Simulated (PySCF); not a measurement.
First SCF of a structure search on triplet ZrCl2, at a hand-made bent geometry. PySCF input:

```python
from pyscf import gto, scf, dft
mol = gto.M(atom='''
Zr     0.000000     0.000000     0.000000
Cl     2.072500     0.000000     1.451100
Cl    -2.072500     0.000000     1.451100''',
    basis={'Zr': 'def2-TZVP', 'Cl': 'def2-TZVP'},
    ecp={'Zr': 'def2-TZVP'},
    charge=0, spin=2)
mf = dft.UKS(mol, xc='PBE0')
mf.grids.atom_grid = (50, 194)
aux = {'Zr': 'def2-universal-JKFIT', 'Cl': 'def2-universal-JKFIT'}
mf = mf.density_fit(auxbasis=aux)
mf.conv_tol = 1e-08
mf.diis_space = 10
mf.max_cycle = 60
mf.init_guess = 'minao'
mf.verbose = 4
mf.kernel()
```

Excerpt of the output (cycles alone):

```
init E= -961.742544184224
cycle= 1 E= -966.683321299153  delta_E= -4.94  |g|= 0.976  |ddm|=  3.1
cycle= 2 E= -965.925053195384  delta_E= 0.758  |g|=  1.2  |ddm|= 3.39
cycle= 3 E= -967.172867869281  delta_E= -1.25  |g|= 0.275  |ddm|= 3.18
cycle= 4 E= -967.223423632514  delta_E= -0.0506  |g|= 0.0845  |ddm|= 0.307
cycle= 5 E= -967.228456282523  delta_E= -0.00503  |g|= 0.0248  |ddm|= 0.159
cycle= 6 E= -967.229749624215  delta_E= -0.00129  |g|= 0.0166  |ddm|= 0.0852
cycle= 7 E= -967.230486259403  delta_E= -0.000737  |g|= 0.0108  |ddm|= 0.0571
cycle= 8 E= -967.231588551702  delta_E= -0.0011  |g|= 0.00486  |ddm|= 0.14
cycle= 9 E= -967.2317263768  delta_E= -0.000138  |g|= 0.00289  |ddm|= 0.0345
cycle= 10 E= -967.231815217192  delta_E= -8.88e-05  |g|= 0.00116  |ddm|= 0.0444
cycle= 11 E= -967.23182331222  delta_E= -8.1e-06  |g|= 0.000431  |ddm|= 0.0157
cycle= 12 E= -967.231823610695  delta_E= -2.98e-07  |g|= 0.000146  |ddm|= 0.00198
cycle= 13 E= -967.231823651238  delta_E= -4.05e-08  |g|= 4.09e-05  |ddm|= 0.00104
cycle= 14 E= -967.231823653869  delta_E= -2.63e-09  |g|= 1.71e-05  |ddm|= 0.000264
Extra cycle  E= -967.231823654017  delta_E= -1.48e-10  |g|= 1.91e-05  |ddm|= 6.89e-05
converged SCF energy = -967.231823654017  <S^2> = 2.0056518  2S+1 = 3.0037655
```

No lower solution of this spin was found from smeared starts or by a stability analysis within the unrestricted form.

Other spin states or occupations of the open shell can lie lower.

The search for the lowest solution, 3 starts and the stability check together, took 12 s on 4 threads of a shared Arm Neoverse V2 host, with 114 basis functions; the process peaked at 0.44 GiB. Launch command: `OMP_NUM_THREADS=4 python axn.py task.json out`.
